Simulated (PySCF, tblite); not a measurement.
Isomers of C5H10SSi. Computed values, GFN2-xTB/tblite, gas phase, harmonic and unscaled. Errors from tens to a few hundred cm⁻¹ against measured bands are possible. Modes of hydrogen on silicon can be 10 to 20 % off. One conformer each.

Electronic energies: PBE0-D3(BJ)/def2-SVP at its own geometries (PySCF, gas phase).

```csv
SMILES,"electronic energy, lowest = 0 (kcal/mol)"
C[C@@H]1C=C(S[SiH3])C1,4.4
CC(=S)C1C[SiH2]C1,4.3
C/C=C/C=C/S[SiH3],0.0
C/C=C/C=C\S[SiH3],0.3
[SiH3]SC12CC(C1)C2,18.4
C/C=C\C=C/S[SiH3],1.3
C[SiH2]S[C@]12C[C@H]1C2,10.5
```

Question: How do GFN2-xTB zero-point energies change the relative energies?

Answer: 
```tsv
SMILES	ZPE (kcal/mol)	of it from modes above 1550 cm⁻¹	electronic (kcal/mol)	with ZPE, lowest = 0 (kcal/mol)	lowest mode (cm⁻¹)	rings
C/C=C/C=C/S[SiH3]	79.9	45.1	0.0	0.0	47	0
C/C=C/C=C\S[SiH3]	79.7	45.1	0.3	0.1	19	0
C/C=C\C=C/S[SiH3]	79.8	45.1	1.3	1.2	19	0
CC(=S)C1C[SiH2]C1	82.5	40.8	4.3	6.9	38	1
C[C@@H]1C=C(S[SiH3])C1	81.2	42.6	4.4	5.8	37	1
C[SiH2]S[C@]12C[C@H]1C2	81.7	41.5	10.5	12.4	24	2
[SiH3]SC12CC(C1)C2	82.7	40.1	18.4	21.2	8	3
```

The zero-point energies span 3.0 kcal/mol, from `C/C=C/C=C\S[SiH3]` to `[SiH3]SC12CC(C1)C2`. The lowest isomer stays, but the order above it changes.

Question: And how do the electronic energies of GFN2-xTB itself compare?

Answer: `C/C=C/C=C/S[SiH3]` 2.0; `C/C=C/C=C\S[SiH3]` 3.6; `C/C=C\C=C/S[SiH3]` 5.2; `CC(=S)C1C[SiH2]C1` 17.6; `C[C@@H]1C=C(S[SiH3])C1` 0.0; `C[SiH2]S[C@]12C[C@H]1C2` 25.5; `[SiH3]SC12CC(C1)C2` 9.9 kcal/mol, lowest = 0. Against the energies above, taken from the same isomer `C/C=C/C=C/S[SiH3]`, the largest difference is 13.0 kcal/mol. The two levels were optimised apart and needn't hold the same conformer.
